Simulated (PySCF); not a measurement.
# I²⁺: ionisation energy

I²⁺ [Kr] 4d10 5s2 5p3 (4S) → I³⁺ [Kr] 4d10 5s2 5p2 (3P), as a difference of total energies. Computed with PySCF 2.14 in def2-TZVP with the def2 core potential (28 electrons) (6s5p3d2f, 50 functions), with scalar relativity through the core potential. Correlated levels: valence: 4s2 4p6 4d10 frozen. The calculations carry no spin-orbit coupling.

| method | ionisation energy (eV) |
| --- | --- |
| UHF | 29.891 |
| M06-2X | 30.428 |
| LDA | 30.515 |
| MP2 (valence) | 30.322 |
| SCS-MP2 (valence) | 30.194 |
| CCSD (valence) | 30.306 |
| CCSD(T) (valence) | 30.328 |

Problem. How much does correlation contribute at CCSD(T) (valence)?

Solution. 30.328 − (29.891) = 0.437 eV, measured against UHF.

The reference lies between the lowest fine-structure levels, while these numbers refer to the centres of the terms.

Errors of the correlated levels include the incompleteness of this basis and the frozen core.

For comparison: 29.57 ± 0.025 eV (measured; NIST Atomic Spectra Database, ionization energies).
